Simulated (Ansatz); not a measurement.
Abridged output of a molecular run in Ansatz:

```
Functional definition: HF
1650 factors; integrals over basis functions are off by at most 8.7e-4 eV
mean field evaluation 1: about -30398.9236 eV, gradient 3.0e1 eV
mean field evaluation 2: about -30399.2358 eV, gradient 3.0e1 eV
mean field evaluation 4: about -30402.4048 eV, gradient 3.6e0 eV
mean field evaluation 8: about -30402.4656 eV, gradient 1.5e-1 eV
mean field -30402.46575798 eV, -1117.2700090742 hartree, gradient 5.3e-6 eV, S^2 0.000000; 0 other end points of the search recorded, 0 dependent functions left out
17 core orbitals not correlated: weight in the atoms' cores, before any rotation towards them, 1.000 or more for the frozen orbitals, at most 0.000 for the correlated occupied ones
reference -30402.46575798 eV, -1117.2700090742 hartree; 15, 15 occupied and 254, 254 virtual orbitals, 1650 factors
second order -20.61172662 eV of doubles, -0.00000000 eV of singles
cycle   1  -21.81467525 eV  change    -1.2e0 eV  update   1.0e-1
cycle   2  -22.43687294 eV  change   -6.2e-1 eV  update   3.2e-2
cycle   3  -22.52327742 eV  change   -8.6e-2 eV  update   1.3e-2
cycle   4  -22.51574199 eV  change    7.5e-3 eV  update   3.9e-3
cycle   5  -22.51580621 eV  change   -6.4e-5 eV  update   1.4e-3
cycle   6  -22.51594212 eV  change   -1.4e-4 eV  update   4.0e-4
cycle   7  -22.51589120 eV  change    5.1e-5 eV  update   1.4e-4
cycle   8  -22.51593297 eV  change   -4.2e-5 eV  update   5.0e-5
cycle   9  -22.51593732 eV  change   -4.3e-6 eV  update   1.9e-5
perturbative correction -0.96001506 eV, -0.0352799027 hartree
Total energy: -30425.94171035 eV, -1118.1327344115 hartree
```

Its atoms:

Cartesian coordinates in Å:
```
C -1.012 0.258 -2.048
C 0.068 0.495 -1.308
Si 0.719 -0.706 -0.049
Si 0.332 0.118 2.110
Cl -1.706 0.348 2.363
H -1.562 -0.676 -1.975
H -1.395 0.985 -2.758
H 0.573 1.453 -1.423
H 2.188 -0.910 -0.205
H 0.020 -2.011 -0.194
H 0.959 1.450 2.317
H 0.816 -0.802 3.171
```

Question: Which basis set was used?
A. def2-QZVPP
B. def2-SVPD
C. def2-TZVPP
D. cc-pV(D+d)Z

Answer: C. It gives 286 functions.

Question: Write the keys of the input that set method, charge and spin (a neutral closed shell needs none for the last two).

Answer: 
```yaml
correlation: {method: ccsd_t}
```
